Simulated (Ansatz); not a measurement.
Total energies of Br$_{2}$ClIn, SMILES `[Cl][In]([Br])[Br]`.

```xyz
4

Cl   -1.837   -0.427   -1.355
In   -0.018   -0.004   -0.013
Br    1.610   -1.769    0.385
Br    0.245    2.200    0.983
```

Charge 0, multiplicity 1. Correlated methods include outer-core shells of Br, In, which these sets cover unevenly. Scalar relativity is left out up to krypton. In: def2 effective core potential. The structure was optimised at the PBE0-D4/def2-TZVP level. Basis def2-TZVPP, the Gaussian-basis code of Ansatz.

RPA on PBE orbitals: Hartree–Fock energy of these orbitals -5793.67336 Eh, correlation -1.47403 Eh (frozen core).

```json
{"functional": "LDA (SPW92)", "energy without D4 (Eh)": "-5789.91091", "D4 term (kJ/mol)": "–"}
{"functional": "revPBE", "energy without D4 (Eh)": "-5798.34530", "D4 term (kJ/mol)": "-27.0"}
{"functional": "B97M-V", "energy without D4 (Eh)": "-5797.78544", "D4 term (kJ/mol)": "–"}
{"functional": "B3LYP", "energy without D4 (Eh)": "-5798.96077", "D4 term (kJ/mol)": "-24.2"}
{"functional": "r2SCANh", "energy without D4 (Eh)": "-5798.82510", "D4 term (kJ/mol)": "-3.7"}
{"functional": "r2SCAN0", "energy without D4 (Eh)": "-5798.80283", "D4 term (kJ/mol)": "-4.3"}
{"functional": "BHLYP", "energy without D4 (Eh)": "-5798.73462", "D4 term (kJ/mol)": "-26.3"}
{"functional": "LC-ωPBE", "energy without D4 (Eh)": "-5798.01645", "D4 term (kJ/mol)": "–"}
{"functional": "ωB97X-V", "energy without D4 (Eh)": "-5798.26641", "D4 term (kJ/mol)": "–"}
{"functional": "B2PLYP", "energy without D4 (Eh)": "-5797.71929", "D4 term (kJ/mol)": "–"}
```

Q: Give the same for PBE, BLYP, r2SCAN, PBE0, HSE06 (plane-wave form), CAM-B3LYP, ωB97M-V, PBE-QIDH. (Best estimate.)

A: Ansatz gave: 
```json
{"functional": "PBE", "energy without D4 (Eh)": "-5797.86635", "D4 term (kJ/mol)": "-14.7"}
{"functional": "BLYP", "energy without D4 (Eh)": "-5798.82786", "D4 term (kJ/mol)": "-29.2"}
{"functional": "r2SCAN", "energy without D4 (Eh)": "-5798.84107", "D4 term (kJ/mol)": "-3.2"}
{"functional": "PBE0", "energy without D4 (Eh)": "-5798.08258", "D4 term (kJ/mol)": "-13.0"}
{"functional": "HSE06 (plane-wave form)", "energy without D4 (Eh)": "-5798.08299", "D4 term (kJ/mol)": "-12.6"}
{"functional": "CAM-B3LYP", "energy without D4 (Eh)": "-5799.06879", "D4 term (kJ/mol)": "-14.1"}
{"functional": "ωB97M-V", "energy without D4 (Eh)": "-5798.47027", "D4 term (kJ/mol)": "–"}
{"functional": "PBE-QIDH", "energy without D4 (Eh)": "-5797.17933", "D4 term (kJ/mol)": "–"}
```

B3LYP takes the VWN-RPA correlation (the form of Gaussian; ORCA's B3LYP/G). HSE06 is the plane-wave form, built on full-range PBE exchange. The double hybrids freeze the cores in their second-order part.

LC-ωPBE has ω = 0.4 bohr⁻¹.
